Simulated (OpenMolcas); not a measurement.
Ti2+: effect of the basis set

```yaml
Program: OpenMolcas
Method: CASSCF
Active_space: 2 electrons in 10 orbitals (3d 4d)
State_averaging: 2S+1 = 3 even, 10 roots; 2S+1 = 1 even, 15 roots
Spin-orbit_coupling: state interaction with AMFI integrals over the reference wave functions, term energies averaged over their components
```

A. ANO-RCC-VTZP [6s5p3d2f1g], DKH2, point nucleus; cost about 12 core-seconds
B. ANO-R2 [6s5p4d2f1g], X2C, finite nucleus; cost about 11 core-seconds
C. ANO-RCC-VQZP [7s6p4d3f2g1h], DKH2, point nucleus; cost of the order of 16 core-seconds

Energies in cm-1 above 3d2 3F2, the measured ground level; measured values from Corliss and Sugar, J. Phys. Chem. Ref. Data 8, 1 (1979).

```json
{"Level": "3d2 3F2", "A": "0.0", "B": "0.0", "C": "0.0", "Measured": "0.0"}
{"Level": "3d2 3F3", "A": "194", "B": "189", "C": "197", "Measured": "185"}
{"Level": "3d2 3F4", "A": "447", "B": "435", "C": "454", "Measured": "420"}
{"Level": "3d2 1D2", "A": "10889", "B": "10794", "C": "10861", "Measured": "8474"}
{"Level": "3d2 3P0", "A": "13083", "B": "12987", "C": "13060", "Measured": "10538"}
{"Level": "3d2 3P1", "A": "13148", "B": "13051", "C": "13126", "Measured": "10604"}
{"Level": "3d2 3P2", "A": "13286", "B": "13184", "C": "13266", "Measured": "10721"}
{"Level": "3d2 1G4", "A": "16780", "B": "16630", "C": "16730", "Measured": "14398"}
{"Level": "3d2 1S0", "A": "39627", "B": "39291", "C": "39582", "Measured": "32476"}
```

Deviations, from unrounded energies. A percentage is the sum of absolute deviations over the sum of measured energies, with the sign that they share, or ± where signs differ.

| Against measurement | Levels | A | B | C |
| --- | --- | --- | --- | --- |
| mean absolute deviation (cm-1) | 8 | 2500 | 2300 | 2400 |
| fine structure of the ground term (%) | 2 | +6.0 | +3.1 | +7.6 |
| other terms of the ground configuration (%) | 6 | +22.5 | +21.5 | +22.3 |

A, B, C lie about equally close to measurement. The largest miss of B in the table is 3d2 1S0, by +6800 cm-1. The ranking rests on the paired levels alone, and a cruder setting can come out closer through cancelling errors.

Among A to C the level of the table that moves most is 3d2 1S0, by 340 cm-1 (lowest in B, highest in A).

Without dynamic correlation excited terms often stand tens of per cent too high (terms of higher spin than the ground term too low), and those without a measured partner can miss by more than the paired ones. Active for correlation alone: 4d; no level in the range computed is led by a configuration that fills it, so any true level of that kind is missing. Measured partners are found by configuration, term and J. A level has none where our copy of the source lacks it or the pairing is in doubt (some pairs that miss far off the trend of their configuration count as doubtful), and it then counts in no deviation. Levels of configurations outside the active space are missing.
